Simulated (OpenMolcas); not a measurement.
# Computed transition rates of As+

```yaml
Program: OpenMolcas
Method: "SS-CASPT2, IPEA 0.25 Eh, imaginary shift 0.1 Eh (closed shells correlated: 3d)"
Basis: ANO-RCC-VTZP [6s5p3d1f]
Scalar_Hamiltonian: DKH2, point nucleus
Active_space: 4 electrons in 4 orbitals (4s 4p)
State_averaging: 2S+1 = 3 even, 3 roots; 2S+1 = 1 even, 6 roots; 2S+1 = 5 odd, 1 root; 2S+1 = 3 odd, 9 roots; 2S+1 = 1 odd, 8 roots
Spin-orbit_coupling: state interaction with AMFI integrals over the reference wave functions, term energies averaged over their components
```

Rates come from the transition moments of the reference wave functions (E1 and E2 in the length form). At fixed line strength A goes as λ^-3 for E1 and M1 and as λ^-5 for E2, so a rate at the computed wavelength can be rescaled to the measured one. Measured vacuum wavelengths follow from level energies in NIST Handbook of Basic Atomic Spectroscopic Data. Branching counts decays inside the model space alone, at computed energies, and the table is only a selection of the E2 and M1 lines, drawn from those between levels with measured partners whose computed energy lies within a factor of 1.5 of the measured one.

| Upper | Lower | Type | λ computed (nm) | λ measured (nm) | A computed (s-1) | A rescaled (s-1) | Branching % |
| --- | --- | --- | --- | --- | --- | --- | --- |
| 4s2 4p2 1S0 | 4s2 4p2 3P1 | M1 | 484 | 464.4 | 4.57e+00 |  | 72.8 |
| 4s2 4p2 1S0 | 4s2 4p2 1D2 | E2 | 853.2 | 799.8 | 1.55e+00 | 2.14e+00 | 24.7 |
| 4s2 4p2 1D2 | 4s2 4p2 3P2 | M1 | 1315 | 1324 | 3.28e-01 |  | 64.0 |
| 4s2 4p2 1D2 | 4s2 4p2 3P1 | M1 | 1119 | 1107 | 1.81e-01 |  | 35.3 |
| 4s2 4p2 1S0 | 4s2 4p2 3P2 | E2 | 517.4 | 498.6 | 1.56e-01 |  | 2.5 |
| 4s2 4p2 3P2 | 4s2 4p2 3P1 | M1 | 7494 | 6767 | 3.16e-02 | 4.29e-02 | 99.9 |
| 4s2 4p2 3P1 | 4s2 4p2 3P0 | M1 | 10580 | 9403 | 1.51e-02 | 2.15e-02 | 100.0 |

Spin-changing lines and M1 lines between different terms are not rescaled, since their strength hangs on the term gaps too.

The largest correction is for 4s2 4p2 3P1 → 4s2 4p2 3P0 (M1): 1.51e-02 × (10580 / 9403)^3 = 2.15e-02 s-1, a factor of 1.42.

No measured rate stands beside these. Rescaling mends the energy factor alone: line strengths can still be far off where a level mixes with configurations outside the active space, and weak or spin-changing lines hang on small mixing coefficients that depend on the term gaps too, so rescaling need not improve them.

CASPT2 does not keep the components of a term degenerate, so their means are used; among the terms shown or strongly mixed into the levels shown the widest spread is 12 cm-1 (4s2 4p2 1D). Over all roots computed the reference weight is 0.86 to 0.98; the roots of lowest weight are the least certain, and an intruder state may touch them. Computed and measured levels are paired by configuration, term and J; levels that our copy of the source lacks, or whose pairing is in doubt (as where it misses far off the trend of its configuration), stay unpaired. Only configurations of the active space appear.
